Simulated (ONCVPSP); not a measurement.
# Bi ONCV: all-electron and pseudo phase curves

| Quantity | Value |
| --- | --- |
| Element | bismuth (Bi) |
| Generator | ONCVPSP 4.0.1 |
| Type | optimised norm-conserving Vanderbilt (ONCV) |
| Functional | LDA (Perdew-Wang 92) |
| Relativity | scalar-relativistic |
| Frozen core | [Xe] 4f14 5d10 |
| Valence charge | 5 |
| Reference configuration | 6s2 6p3 |
| Partial waves | 6s: rc 1.55 bohr, ncon 3, nbas 6, qcut 3.6 1/bohr, 1 projector; 6p: rc 2.70 bohr, ncon 4, nbas 8, qcut 3.6 1/bohr, 2 projectors, debl 1.9 Ha; d scattering state at 0.21 Ha: rc 2.80 bohr, ncon 4, nbas 8, qcut 3.7 1/bohr, 3 projectors, debl 2.6 Ha |
| Local potential | polynomial inside 1.50 bohr (lpopt 5, dvloc0 4 Ha) |
| Core correction | Teter function, fcfact 3.5, rcfact 1.1 |

The phase is arctan(r·R′/R) of the radial function R(r), unwrapped; energies in Ha, scanned from -2 to 5 Ha. A pole is an energy at which the radial function vanishes at the test radius. The pseudo phase is shifted by a multiple of π to meet the all-electron one at the reference energy, and phase errors are pseudo minus all-electron; the curves can meet again beyond the range given. Levels narrower than the energy grid can be missing from the lists of poles.

| channel | radius (bohr) | reference energy (Ha) | poles, all-electron | poles, pseudo | unbroken range about the reference energy with phases within 0.05 rad | phase error 1 Ha above the reference energy (rad) |
| --- | --- | --- | --- | --- | --- | --- |
| s | 1.57 | -0.54 | none | -0.97, 3.99 | -0.8 to 3.6 | +0.017 |
| p | 2.74 | -0.18 | 0.68, 4.72 | 0.68, 3.30 | below 2.3 | -0.001 |
| d | 2.84 | 0.21 | -0.97, 1.76 | 1.73 | -0.7 to 3.3 | -0.009 |

Note: ghosts flagged at negative energy: s at -26.8 eV; GHOST(+) flagged for p at 94.0 eV, d at 173.9 eV, d at 597.7 eV. A true bound ghost makes a file unfit for plane-wave use.

Phases in the s channel:

```json
{"E (Ha)": "-1.98", "all-electron": "1.000", "pseudo": "4.054"}
{"E (Ha)": "-1.80", "all-electron": "0.945", "pseudo": "3.995"}
{"E (Ha)": "-1.62", "all-electron": "0.880", "pseudo": "3.924"}
{"E (Ha)": "-1.44", "all-electron": "0.801", "pseudo": "3.835"}
{"E (Ha)": "-1.26", "all-electron": "0.704", "pseudo": "3.716"}
{"E (Ha)": "-1.08", "all-electron": "0.585", "pseudo": "3.492"}
{"E (Ha)": "-0.90", "all-electron": "0.439", "pseudo": "0.571"}
{"E (Ha)": "-0.72", "all-electron": "0.265", "pseudo": "0.276"}
{"E (Ha)": "-0.54", "all-electron": "0.067", "pseudo": "0.066"}
{"E (Ha)": "-0.36", "all-electron": "-0.145", "pseudo": "-0.140"}
{"E (Ha)": "-0.18", "all-electron": "-0.351", "pseudo": "-0.339"}
{"E (Ha)": "0.00", "all-electron": "-0.538", "pseudo": "-0.521"}
{"E (Ha)": "0.18", "all-electron": "-0.697", "pseudo": "-0.678"}
{"E (Ha)": "0.36", "all-electron": "-0.829", "pseudo": "-0.810"}
{"E (Ha)": "0.54", "all-electron": "-0.935", "pseudo": "-0.920"}
{"E (Ha)": "0.72", "all-electron": "-1.022", "pseudo": "-1.011"}
{"E (Ha)": "0.90", "all-electron": "-1.093", "pseudo": "-1.086"}
{"E (Ha)": "1.08", "all-electron": "-1.152", "pseudo": "-1.149"}
{"E (Ha)": "1.26", "all-electron": "-1.202", "pseudo": "-1.202"}
{"E (Ha)": "1.44", "all-electron": "-1.244", "pseudo": "-1.248"}
{"E (Ha)": "1.62", "all-electron": "-1.279", "pseudo": "-1.287"}
{"E (Ha)": "1.80", "all-electron": "-1.310", "pseudo": "-1.322"}
{"E (Ha)": "1.98", "all-electron": "-1.338", "pseudo": "-1.353"}
{"E (Ha)": "2.16", "all-electron": "-1.362", "pseudo": "-1.380"}
{"E (Ha)": "2.34", "all-electron": "-1.383", "pseudo": "-1.405"}
{"E (Ha)": "2.52", "all-electron": "-1.402", "pseudo": "-1.427"}
{"E (Ha)": "2.70", "all-electron": "-1.420", "pseudo": "-1.448"}
{"E (Ha)": "2.88", "all-electron": "-1.435", "pseudo": "-1.468"}
{"E (Ha)": "3.06", "all-electron": "-1.450", "pseudo": "-1.486"}
{"E (Ha)": "3.24", "all-electron": "-1.463", "pseudo": "-1.503"}
{"E (Ha)": "3.42", "all-electron": "-1.476", "pseudo": "-1.520"}
{"E (Ha)": "3.60", "all-electron": "-1.487", "pseudo": "-1.536"}
{"E (Ha)": "3.78", "all-electron": "-1.498", "pseudo": "-1.552"}
{"E (Ha)": "3.96", "all-electron": "-1.508", "pseudo": "-1.568"}
{"E (Ha)": "4.14", "all-electron": "-1.518", "pseudo": "-1.584"}
{"E (Ha)": "4.32", "all-electron": "-1.527", "pseudo": "-1.601"}
{"E (Ha)": "4.50", "all-electron": "-1.536", "pseudo": "-1.618"}
{"E (Ha)": "4.68", "all-electron": "-1.544", "pseudo": "-1.635"}
{"E (Ha)": "4.86", "all-electron": "-1.552", "pseudo": "-1.655"}
```
